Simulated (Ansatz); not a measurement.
Frontier orbitals of C4H10F3NSi, SMILES `CC(C)(C)N[Si](F)(F)F`.

Charge 0, multiplicity 1. The geometry is a stationary point of PBE0-D4/def2-TZVP. It is one conformer, not always the lowest. Basis def2-TZVPP, Ansatz 0.2.0.

```json
{"functional": "LDA (SPW92)", "HOMO (eV)": "-6.42", "LUMO (eV)": "-0.56", "gap (eV)": "5.86"}
{"functional": "PBE", "HOMO (eV)": "-6.22", "LUMO (eV)": "-0.30", "gap (eV)": "5.92"}
{"functional": "r2SCAN", "HOMO (eV)": "-6.51", "LUMO (eV)": "0.31", "gap (eV)": "6.82"}
{"functional": "PBE0", "HOMO (eV)": "-7.66", "LUMO (eV)": "0.53", "gap (eV)": "8.19"}
{"functional": "HSE06 (plane-wave form)", "HOMO (eV)": "-7.26", "LUMO (eV)": "0.16", "gap (eV)": "7.42"}
{"functional": "CAM-B3LYP", "HOMO (eV)": "-9.11", "LUMO (eV)": "1.32", "gap (eV)": "10.43"}
{"functional": "ωB97M-V", "HOMO (eV)": "-10.03", "LUMO (eV)": "1.99", "gap (eV)": "12.02"}
```

Question: What is the vertical ionisation energy at frozen-core CCSD(T)/CBS(def2)? (An estimate is asked.)

Answer: Computed: 10.01 eV (T1 of the cation 0.020).

From PBE to PBE0 the HOMO moves by −1.44 eV and the LUMO by +0.84 eV, and with ωB97M-V by −3.81 and +2.29 eV, so the gap grows from 5.92 to 12.02 eV with exact exchange. A positive LUMO is unbound and depends on the basis. −ε(HOMO) differs from that ionisation energy by −3.79 eV with PBE and +0.01 eV with ωB97M-V.
